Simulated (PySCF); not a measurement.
# Solvent effects on NMR parameters

Atom-mapped SMILES (the numbers label the heavy atoms): `[CH:1]#[C:2][B:3]1[S:4][CH2:5][CH2:6][S:7]1`. Hydrogens are named by the atom that carries them.

GIAO PBE0/pcSseg-1 in PySCF 2.14 on one PBE0-D3(BJ)/def2-SVP conformer, non-relativistic, equivalent nuclei averaged. Solvents enter as an IEF-PCM continuum (benzene with ε = 2.3, acetone with ε = 20.5) around the gas-phase geometry. Shifts are referred to TMS, BF3·OEt2, CS2 computed in the same medium.

Gas phase, δ in ppm: C1 119.6, C2 85.8, C5/C6 42.8, B3 52.6, S4/S7 96.9, H(C1) 3.87, H(C5)/H(C6) 3.00. Dipole moment 1.64 D.

Question: How does each δ change in the continuum?

Answer: 
| atoms | environment | Δδ, benzene | Δδ, acetone |
| --- | --- | --- | --- |
| C1 | terminal alkyne carbon | +1.5 | +3.5 |
| C2 | alkyne carbon | +0.4 | +0.7 |
| C5/C6 | sp3 CH2 bonded to S | +0.8 | +1.9 |
| B3 | boron bonded to C, 2 S, in a 5-membered ring | +0.5 | +1.1 |
| S4/S7 | sulfur bonded to C, B, in a 5-membered ring | -2.6 | -5.0 |
| H(C1) | hydrogen on a terminal alkyne carbon | +0.22 | +0.49 |
| H(C5)/H(C6) | hydrogen on an sp3 CH2 bonded to S | +0.14 | +0.32 |

Changes are relative to the gas phase. The dipole moment becomes 1.98 D in benzene, 2.41 D in acetone.

Question: Which nuclei move most (in ppm), and what does the model miss?

Answer: S4/S7 (sulfur bonded to C, B, in a 5-membered ring, -5.0 ppm) in acetone. A continuum only polarises the solute; specific hydrogen bonds, the anisotropy of aromatic solvents and changes of geometry or conformer are outside it.
